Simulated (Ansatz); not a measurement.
The same path of C3H8BFSi (14 atoms, charge 0, multiplicity 1) was run 3 times with different band settings. The coordinate that changes most is the dihedral H7–B1–Si2–F3.

All numbers below come from RKS LDA/STO-3G (Ansatz 0.2.0).

Relaxed end points:

```xyz
14
Properties=species:S:1:pos:R:3
B -0.481 -1.981 1.083
Si 0.621 -0.430 0.700
F 2.019 -0.355 1.548
C -0.360 1.190 0.585
C -0.407 1.005 -0.966
C 0.756 -0.024 -1.148
H -0.186 -2.806 1.868
H -1.500 -2.118 0.510
H -1.341 1.269 1.074
H 0.251 2.062 0.864
H -0.288 1.939 -1.544
H -1.367 0.546 -1.262
H 1.702 0.483 -1.391
H 0.569 -0.810 -1.893
```

```xyz
14
Properties=species:S:1:pos:R:3
B -0.475 -1.986 1.077
Si 0.621 -0.430 0.699
F 2.023 -0.358 1.543
C -0.359 1.190 0.590
C -0.411 1.009 -0.962
C 0.750 -0.021 -1.149
H -1.502 -2.115 0.517
H -0.167 -2.823 1.845
H -1.339 1.267 1.082
H 0.252 2.062 0.870
H -0.292 1.944 -1.537
H -1.372 0.552 -1.256
H 1.696 0.485 -1.394
H 0.559 -0.806 -1.895
```

Common settings: movable images 5; climbing image yes; spring 5.0 eV/Å²; start path IDPP; force threshold 0.05 eV/Å; end points relaxed.

| run | optimiser | iteration limit | largest step |
| --- | --- | --- | --- |
| 1 | quadratic models (default) | 60 | default |
| 2 | lbfgs | 60 | 0.5 Å |
| 3 | quadratic models (default) | 6 | default |

Question: What does each run give, and how far can it be trusted?

Answer: Run 1: converged after 7 iterations, highest image 0.105 eV above the first end. A vibrational analysis at the climbing image gives one clearly imaginary mode, 144i cm⁻¹: a first-order saddle point.
Run 2: converged after 18 iterations, highest image 0.106 eV above the first end. Another band between the same ends (5 images) ends at a top of the same energy, where a vibrational analysis finds 1 clearly imaginary mode.
Run 3: not converged after 6 iterations, highest image 0.106 eV above the first end. The band didn't meet its force threshold, so its energies are provisional: the largest band force was still 0.08 eV/Å, and over the last iterations the top stayed at 0.11 eV.
Limits of this set-up: minimal basis.
